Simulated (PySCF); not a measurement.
CH4Cl2OSi2, SMILES Cl[Si]1(Cl)CO[SiH2]1. Atoms are numbered in the order given.

```xyz
10

Cl     1.5075     0.1130     1.6903
Si     0.2986    -0.0178     0.0000
Cl     1.5075     0.1130    -1.6903
C     -0.9314    -1.5100     0.0000
O     -2.1767    -0.7741     0.0000
Si    -1.8535     0.9118     0.0000
H     -0.8543    -2.1560    -0.9022
H     -0.8543    -2.1560     0.9022
H     -2.3873     1.6040     1.2244
H     -2.3873     1.6040    -1.2244
```
Charge 0, spin multiplicity 1.

Geometry optimised at PBE-D3(BJ)/def2-SVP. The structure was generated by enumeration, and PubChem lists no compound with its InChIKey, so it may never have been made.

Calculation: PBE/def2-TZVP (PySCF).

Symmetry labels are those of the subgroup Cs that the program uses (full group Cs).

**Question.** List the valence orbital energies around the gap with their symmetry. (An estimate is asked for; the answer gives what the named calculation found.)

**Answer.** 
```
orbital  symmetry  energy (eV)
-------  --------  -----------
HOMO−7         A"        -9.06
HOMO−6         A'        -8.97
HOMO−5         A'        -8.75
HOMO−4         A"        -8.19
HOMO−3         A"        -7.95
HOMO−2         A'        -7.19
HOMO−1         A"        -6.94
HOMO           A'        -6.76
LUMO           A'        -1.73
LUMO+1         A"        -1.55
LUMO+2         A'        -1.40
LUMO+3         A'        -0.48
```
